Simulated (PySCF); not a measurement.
## Calculated data, CH5GeN, CH4GeO

Calculation on a computer-drawn molecule: optimised geometry and harmonic frequencies of an isolated molecule of the commonest isotopes, restricted reference for singlets and unrestricted otherwise, frozen core in MP2; on germanium a core potential holds 10 electrons, which the energies leave out, and 3d is frozen in MP2 and coupled-cluster steps. Program: PySCF 2.14.0.

Common to all runs: charge 0; multiplicity 1; method HF; basis cc-pVDZ; basis and core potential on germanium cc-pVDZ-PP ECP10MDF.

(1) CH5GeN

Start structure:
```xyz
8
CH5GeN
C      0.1502    -2.2974     2.0661
Ge     0.3334    -1.5509     0.1589
N     -0.0933    -2.1555    -1.3767
H     -0.3791    -3.2197     2.1030
H     -0.4331    -1.5553     2.6650
H      1.1577    -2.4282     2.5218
H      1.0337    -0.2476     0.1291
H     -0.5339    -3.0182    -1.4700
```

* rotational constants: 24.2, 5.748, 4.783 GHz
* total energy: -388.5460 hartree
* convergence status largest gradient component: 3.671e-05 hartree/bohr

Drawn bonds:
```
atom  other atom  order
   1           2      1
   2           3      2
   1           4      1
   1           5      1
   1           6      1
   2           7      1
   3           8      1
```

Optimised structure:
```xyz
8
CH5GeN
C      0.1404    -2.2763     1.9827
Ge     0.3624    -1.5438     0.1882
N     -0.0905    -2.1698    -1.3069
H     -0.3861    -3.2299     1.9479
H     -0.4241    -1.5735     2.5993
H      1.1206    -2.4221     2.4421
H      1.0631    -0.1896     0.1865
H     -0.5502    -3.0678    -1.2426
```

Modes:
```
frequency (cm⁻¹)  reduced mass (dalton)
           102.3                  1.124
           220.9                  3.348
           388.9                  1.284
           614.5                  4.071
           724.6                   1.06
           800.3                  1.088
           819.1                  1.177
           928.5                   1.29
           961.7                  2.503
            1006                  1.626
            1375                  1.221
            1551                  1.051
            1553                  1.054
            2264                   1.02
            3182                  1.033
            3269                  1.102
            3293                  1.105
            3727                  1.076
```

(2) CH4GeO

Start structure:
```xyz
7
CH4GeO
C      0.2663    -2.3281    -0.1048
Ge     1.5314    -1.0014     0.6357
O      1.3312     0.5319     0.5281
H     -0.5197    -1.9109    -0.5775
H     -0.0418    -3.0222     0.6499
H      0.8720    -3.0154    -0.8106
H      2.7664    -1.5946     1.3815
```

* rotational constants: 24.12, 6.043, 4.982 GHz
* total energy: -408.3903 hartree
* convergence status largest gradient component: 9.718e-06 hartree/bohr

Drawn bonds:
```
atom  other atom  order
   1           2      1
   2           3      2
   1           4      1
   1           5      1
   1           6      1
   2           7      1
```

Optimised structure:
```xyz
7
CH4GeO
C      0.3278    -2.3661    -0.0997
Ge     1.5227    -1.0260     0.6349
O      1.3092     0.5746     0.5144
H     -0.5151    -1.8823    -0.5909
H     -0.0331    -3.0155     0.7013
H      0.8693    -2.9846    -0.8193
H      2.7249    -1.6408     1.3617
```

Modes:
```
frequency (cm⁻¹)  reduced mass (dalton)
           85.77                  1.133
           229.5                  4.372
           487.5                  1.129
           624.5                  3.958
           747.8                  1.123
           819.2                  1.231
           939.6                  1.194
            1054                  17.35
            1373                  1.227
            1544                  1.049
            1552                  1.054
            2223                   1.02
            3181                  1.034
            3266                  1.102
            3307                  1.104
```
